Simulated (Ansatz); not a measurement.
The same hydrolysis along the group B, Al, In.

Calculated with Ansatz (gas phase, PBE0-D4/def2-TZVP geometries, no zero-point term in ΔE). CBS: MP2 limit from def2 TZ/QZ plus the TZ coupled-cluster correction, frozen cores. This one scheme is used for every species. Functionals use def2-TZVPP. def2 core potentials past Kr. For Br, In outer-core shells are correlated without core-valence functions, which leaves a few kJ/mol of doubt a bond. Scalar relativity is left out up to krypton. Each species was taken in one conformer, which may not be the lowest.

| reaction | B97M-V (kcal/mol) | ωB97M-V (kcal/mol) | LDA (SPW92) (kcal/mol) | CCSD(T)/CBS(def2) (kcal/mol) |
| --- | --- | --- | --- | --- |
| `CB(S)Br` + H₂O → `CB(O)Br` + H₂S | -15.8 | -16.2 | -15.3 | -14.0 |
| `[CH3][Al]([SH])[Br]` + H₂O → `[CH3][Al]([OH])[Br]` + H₂S | -6.5 | -6.6 | -5.7 | -5.3 |
| `[CH3][In]([SH])[Br]` + H₂O → `[CH3][In]([OH])[Br]` + H₂S | 13.6 | 14.2 | 14.6 | 14.4 |

Largest T1 diagnostic: 0.013, for `[CH3][In]([OH])[Br]`.
